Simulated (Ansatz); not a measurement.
Molecule: YCl₂ (charge 0, doublet). The spin state was set by rule; other spins were not relaxed. 
Structure (B3LYP-D3(BJ)/def2-TZVP (Ansatz, a first-principles code) minimum search):
```xyz
3

Y      0.3754    -0.0246     0.3549
Cl     1.0526     0.3926    -1.9505
Cl    -1.9137    -0.3361     1.1364
```
Charge 0, spin multiplicity 2.

Parts of the frozen-core correlation energy in STO-3G (Ansatz, hartree). Frozen orbitals: 28; correlated occupied orbitals by spin: 9 and 8; virtual: 8 and 9. UHF or UKS for open shells. No spin-orbit coupling. In def2 rows, elements after Kr have scalar-relativistic effective core potentials. STO-3G rows are all-electron and non-relativistic.

```tsv
term	value
reference (HF)	-4206.86446
MP2 opposite-spin	-0.02453
MP2 same-spin	-0.00848
CCSD correlation	-0.03919
(T)	-0.00324
T1 diagnostic	0.016
largest doubles amplitude	0.026
<S^2> of the reference	0.752
```
